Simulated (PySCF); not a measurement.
A side-by-side comparison of computed properties.

First species: CH₅B₃O₄.
Geometry (PBE0-D3(BJ)/def2-SVP, Å), atoms numbered from 1 in this order:
```xyz
13
CH5B3O4 angstrom
C      2.437   -0.099    0.291
O      1.507   -0.057   -0.764
B      0.181   -0.011   -0.572
O     -0.645    0.048   -1.673
B     -1.997    0.111   -1.519
O     -2.539    0.109   -0.255
B     -1.732    0.036    0.850
O     -0.375   -0.021    0.694
H      3.101   -0.965    0.149
H      1.944   -0.177    1.271
H      3.051    0.814    0.270
H     -2.718    0.169   -2.479
H     -2.214    0.019    1.952
```

Second species: C₃H₇OP.
InChI=1S/C3H7OP/c1-5(4)2-3-5/h2-3H2,1H3

Levels: B3LYP/def2-SVPD for dipole moment, HOMO energy, LUMO energy, HOMO–LUMO gap, static isotropic polarisability and electronic spatial extent ⟨r²⟩ about the centre of nuclear charge; TDDFT B3LYP/def2-SVPD for lowest singlet excitation; TDA B3LYP/def2-SVPD for lowest triplet excitation (Tamm–Dancoff); ΔSCF B3LYP/def2-SVPD for vertical ionisation energy; PBE0-D3(BJ)/def2-SVP for rotational constant A and rotational constant C. Geometries: PBE0-D3(BJ)/def2-SVP. All species are isolated and taken at one optimised geometry, non-relativistic unless stated. Electronic properties by PySCF.

The conformers computed, where there is a choice (atom-mapped SMILES and torsion angles):
- `[CH3:1][O:2][B:3]1[O:4][BH:5][O:6][BH:7][O:8]1`: C1–O2–B3–O4 179°

```tsv
property	column X	column Y
dipole moment	4.40 D	1.77 D
HOMO energy	-6.93 eV	-8.78 eV
LUMO energy	-0.01 eV	-0.74 eV
HOMO–LUMO gap	6.92 eV	8.04 eV
lowest singlet excitation	5.92 eV	7.22 eV
lowest triplet excitation (Tamm–Dancoff)	5.63 eV	6.79 eV
static isotropic polarisability	61.9 au	61.9 au
vertical ionisation energy	9.24 eV	11.06 eV
electronic spatial extent ⟨r²⟩ about the centre of nuclear charge	495 bohr²	929 bohr²
rotational constant A	5.537 GHz	5.187 GHz
rotational constant C	3.029 GHz	1.212 GHz
```

(1) Which column belongs to which species?

(2) How does each property change from the first species to the second?

## Answers

(1) Column X is the second species and column Y the first. The first has 13 atoms and 58 electrons, the second 12 and 48.

(2) dipole moment +2.63 D; HOMO energy +1.85 eV; LUMO energy +0.73 eV; HOMO–LUMO gap -1.12 eV; lowest singlet excitation -1.30 eV; lowest triplet excitation (Tamm–Dancoff) -1.16 eV; static isotropic polarisability 0.0 au; vertical ionisation energy -1.82 eV; electronic spatial extent ⟨r²⟩ about the centre of nuclear charge -434 bohr²; rotational constant A +0.350 GHz; rotational constant C +1.817 GHz.

On the first: In wavenumbers S1 is 58200 cm⁻¹ (1 eV = 8065.54 cm⁻¹). The dipole matches unit charges of opposite sign 0.37 Å apart (1 e·Å = 4.8032 D).

On the second: S1 lies 1.00 eV below the HOMO–LUMO gap; its leading configuration is HOMO→LUMO, weight 0.94. No computed singlet falls in the visible range (750 to 380 nm, 1.65 to 3.26 eV); S1 lies 2.66 eV above its blue end.
